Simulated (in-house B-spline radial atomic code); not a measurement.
RPA and G0W0 on TPSS: Ru8+

Configuration [Ar] 3d10 4s2 4p6, mean-field start TPSS. Computed with an all-electron radial atomic-structure program (B-spline basis): all electrons, scalar-relativistic (spin-free one-electron X2C), finite nucleus, each spin shell either full or empty, empty states to l = 9 with an (l + 1/2)⁻⁴ tail; G0W0 by contour deformation at full frequency.

Command:
```bash
python run_gw.py task.json out
```
Settings (radii: box in bohr, nucleus in fm):
```
Z                        44
electrons                36
configuration            [Ar] 3d10 4s2 4p6
hamiltonian              x2c
method                   tpss,tpss
lmax                     9
rms_radius               4.4809
spin_polarised           False
box_radius               7.7
intervals                66
```

Run time, properties included: 2.9 s on 1 thread of Arm Neoverse N1, with other jobs on the host.

Energies (hartree):

```json
{"term": "mean-field total", "value": "-4513.99694"}
{"term": "Hartree-Fock functional on these orbitals", "value": "-4512.20206"}
{"term": "direct second order", "value": "-3.1309"}
{"term": "second-order exchange", "value": "0.8968"}
{"term": "SOSEX correction", "value": "0.8414"}
```

(1) What is the RPA correlation energy, and what remains with SOSEX?

Quasi-particle levels (eV):

| level | occupied | mean field | Σx - vxc | Σc | QP weight | G0W0 |
| --- | --- | --- | --- | --- | --- | --- |
| 4p | yes | -169.52 | -9.74 | ? | ? | ? |
| 3d | yes | -408.82 | -31.92 | 7.10 | 0.924 | -433.64 |
| 4d | no | -119.85 | 10.96 | -2.64 | 0.972 | -111.52 |

G0W0 = mean field + (Σx - vxc) + Σc, with Σc (partial-wave tail included) taken at the quasi-particle energy. Only the outer levels were computed. Levels of low weight are left out.

(2) Where does G0W0 put 4p?

## Answers

(1) RPA gives -2.8067 hartree (-2.12 eV per electron); RPA + SOSEX gives -1.9653, and the second-order doubles -2.2341 hartree (no singles). SOSEX takes back 30 % of the RPA value.

(2) At -180.06 eV, with Σc = -0.80 eV and a quasi-particle weight of 0.964. The tabulated removal energy is 178.41 ± 0.05 eV (NIST, semi-empirical); the calculation leaves out spin-orbit coupling, Breit and QED terms, and what these don't explain is the method's own error.
